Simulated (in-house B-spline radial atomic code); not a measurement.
**TDHF excitations of S4+**

Method: TDHF. Computed with a B-spline radial code for spherical atoms: linear response of the closed shell [Ne] 3s2 with bare exchange (time-dependent Hartree-Fock); scalar-relativistic (spin-free one-electron X2C), finite nucleus, no spin-orbit coupling, no double excitations, S, P, D and F terms only.

Command:
```bash
python run_td.py task.json out
```
Settings (radii: box in bohr, nucleus in fm):
```
Z                        16
electrons                12
configuration            [Ne] 3s2
hamiltonian              x2c
method                   hf
box_radius               19.1
rms_radius               3.2611
intervals                72
```

Run time, properties included: 0.3 s on 1 thread of Intel(R) Xeon(R) Platinum 8488C (Sapphire Rapids), with other jobs on the host.

The lowest states, in the order of their Tamm-Dancoff energies; the method's threshold (minus the highest occupied level) is 70.99 eV. Labels give the largest channel, * marks a mixed state, and oscillator strengths are full-response dipole values. Energies in eV:

```tsv
state	full response	Tamm-Dancoff	oscillator strength
3s → 3p 3P	8.225	9.015	-
3s → 3p 1P	15.489	15.975	1.39
3s → 3d 3D	27.846	27.899	-
3s → 3d 1D	30.67	30.72	-
3s → 4s 3S	37.31	37.33	-
3s → 4s 1S	?	?	-
3s → 4p 3P	41.99	42.00	-
3s → 4p 1P	?	?	?
3s → 4d 3D	47.82	47.83	-
3s → 4d 1D	48.25	48.25	-
```

(1) Where does 3s → 4p 1P lie?

(2) Where does 3s → 4s 1S lie?

(3) How large is the singlet-triplet splitting of 3s → 3p (P terms) in Tamm-Dancoff?

(4) What polarisabilities and dispersion coefficient does the method give?

Results:

(1) At 42.63 eV in full response, 42.66 eV in Tamm-Dancoff, oscillator strength 0.0964.

(2) At 38.77 eV in full response, 38.79 eV in Tamm-Dancoff.

(3) 6.96 eV, from the unrounded values.

(4) Dipole 4.461 bohr³, quadrupole 6.044 bohr⁵, C6 8.969 hartree·bohr⁶ for two such species.
